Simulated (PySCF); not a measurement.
# Correlation energy of As⁺ (arsenic, charge +1)

Starting occupation: [Ar] 3d10 4s1 4p3, 4s1/2 with m_j = +1/2, 4p3/2 with m_j = -1/2, +1/2, +3/2. Calculation: PySCF 2.14, in x2c-SVPall-2c with one added diffuse shell each of s, p, d type (6s7p4d, 47 functions); X2C-1e with screened-nucleus spin-orbit coupling, Gaussian nucleus. Frozen: [Ne]; 22 electrons correlated.

MP2 pair energies summed by pair of shells (mhartree):

```csv
pair,energy,share (%)
3d-3d,-118.89,43.2
3d-3p,-84.69,30.7
3p-3p,-22.49,8.2
4p-4p,-13.74,5.0
3d-4p,-13.52,4.9
3d-3s,-9.13,3.3
3p-3s,-4.14,1.5
3p-4p,-2.78,1.0
3d-4s,-2.31,0.8
4p-4s,-1.96,0.7
3s-3s,-0.76,0.3
3p-4s,-0.57,0.2
3s-4p,-0.38,0.1
3s-4s,-0.10,0.0
```

Total MP2 correlation energy: -275.46 mhartree.

The GHF reference relaxed away from the jj start to a determinant that is no pure jj level (⟨S²⟩ = 6.00, ⟨J²⟩ = 6.00); the energies belong to that determinant.

This basis was not built for core-valence correlation, so the inner-shell part is incomplete.
